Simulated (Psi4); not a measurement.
gold atom (Au), doublet (core potentials on Au). Base run: HF/def2-TZVP (Psi4 1.11).

The Psi4 input:
```
memory 2 GB

molecule mol {
0 2
Au    0.000000    0.000000    0.000000
}

set {
  basis def2-tzvp
  reference uhf
}

energy('scf')
print_variables()
```

Variants of this job, named by their change:

| change | basis functions | E (Eh) |
|---|---|---|
| base | 40 | -134.78981 |
| basis = def2-SV(P) | 25 | -134.78515 |
| basis = def2-SVP | 32 | -134.78515 |
| basis = def2-SVPD | 35 | -134.78517 |
| basis = def2-TZVPD | 43 | -134.78986 |
| basis = def2-TZVPP | 56 | -134.78981 |
| basis = def2-QZVP | 72 | -134.78991 |
| basis = def2-QZVPP | 88 | -134.78991 |

Totals compare only among sets that treat the same electrons; sets with core potentials leave the core out.

Open shells are given as the SCF converged; they aren't shown to be the lowest states, and a large step between rows can be another state.
